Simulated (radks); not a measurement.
Correlation energies from several functionals, in hartree. Species: Sn2+ [Kr] 4d10 5s2; Sb [Kr] 4d10 5s2 5p3; Sr [Kr] 5s2; Ba [Xe] 6s2. Method: non-relativistic Kohn-Sham, exchange-only PBE, spin-polarised, spherical densities, point nucleus; computed with a radial shooting solver on a logarithmic mesh with Libxc functionals. Every spin shell is full or empty, so the densities are truly spherical. Functionals are evaluated on that one density, not self-consistently.

| functional | Sn2+ | Sb | Sr | Ba |
|---|---|---|---|---|
| PW92 | -4.6721 | -4.8310 | -3.4390 | -5.3538 |
| PZ | -4.6706 | -4.8279 | -3.4374 | -5.3548 |
| Wigner | -2.5797 | -2.6477 | -1.9961 | -2.9682 |
| Chachiyo | -4.6115 | -4.7664 | -3.3904 | -5.2855 |
| PBE | -2.5953 | -2.6994 | -1.8461 | -3.0061 |
| PBEsol | -2.9375 | -3.0555 | -2.1112 | -3.3998 |
| P86 | -2.9424 | -3.0627 | -2.1101 | -3.4201 |
| PW91 | -2.8067 | -2.9164 | -2.0031 | -3.2462 |
| AM05 | -4.3528 | -4.5028 | -3.1785 | -4.9928 |
| TPSS | -2.5981 | -2.6998 | -1.8506 | -3.0088 |
| revTPSS | -2.6285 | -2.7334 | -1.8804 | -3.0469 |
| SCAN | -2.5939 | -2.6981 | -1.8545 | -3.0146 |
| r2SCAN | -2.6093 | -2.7147 | -1.8701 | -3.0337 |
| B95 | -3.1774 | -3.2807 | -2.2292 | -3.6853 |
| Tao-Mo | -2.5090 | -2.6061 | -1.7661 | -2.9075 |
